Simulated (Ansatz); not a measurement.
`[SiH3][S][GeH3]` + `NN` → `NN[SiH3]` + `[SH][GeH3]` at 500 K and 1 bar (ligand exchange at the Si–S bond).

Isolated molecules relaxed with PBE0-D4/def2-TZVP in Ansatz; ΔE leaves out vibrations. CBS: MP2 limit from def2 TZ/QZ plus the TZ coupled-cluster correction, frozen cores. This one scheme is used for every species. For Ge outer-core shells are correlated without core-valence functions, which leaves a few kJ/mol of doubt a bond. Scalar relativity is left out up to krypton. Each species was taken in one conformer, which may not be the lowest.

```tsv
species	CCSD(T)/CBS energy (Eh)	H − E (kJ/mol)	S (J/(mol·K))
`[SiH3][S][GeH3]`	-2766.60510	175.9	412.2
`NN`	-111.76471	163.1	257.7
`NN[SiH3]`	-402.05945	215.4	352.3
`[SH][GeH3]`	-2476.30083	114.8	326.3
```

H − E and S are ideal-gas, rigid-rotor, harmonic terms from PBE0-D4/def2-TZVP, for one conformer and one mirror image of each species. 1 Eh = 2625.50 kJ/mol, R = 8.31446 J/(mol·K).

**Question.** By hand: ΔE, ΔH, ΔS and ΔG.

**Answer.** ΔE = (-402.05945) + (-2476.30083) − (-2766.60510) − (-111.76471) = 0.00953 Eh = 25.0 kJ/mol. Δ(H − E) = 215.4 + 114.8 − 175.9 − 163.1 = -8.8, so ΔH = 16.2 kJ/mol. ΔS = 352.3 + 326.3 − 412.2 − 257.7 = 8.7 J/(mol·K). ΔG = 16.2 − 500 × (8.7)/1000 = 11.8 kJ/mol.

**Question.** By hand: the equilibrium constant, and the temperature at which ΔG would vanish if ΔH and ΔS stayed fixed.

**Answer.** log₁₀ K = −ΔG/(RT ln 10) = -1.2. ΔG = 0 at ΔH/ΔS = 1862 K, though so small a ΔS makes that figure unsure.

The number of gas molecules stays the same, so ΔS is small and ΔH decides. A doubt of 5 kJ/mol in ΔE shifts log₁₀ K by 0.5 here. Other conformers and mirror images would add mixing entropy, several J/(mol·K) or more a flexible species. Modes under 60 cm⁻¹, often nearly free rotors, make the harmonic entropy too high. These are equilibria of isolated gas molecules and say nothing of rates. Largest T1 diagnostic: 0.011 (customary marks: 0.02 for closed shells, 0.045 for open ones).
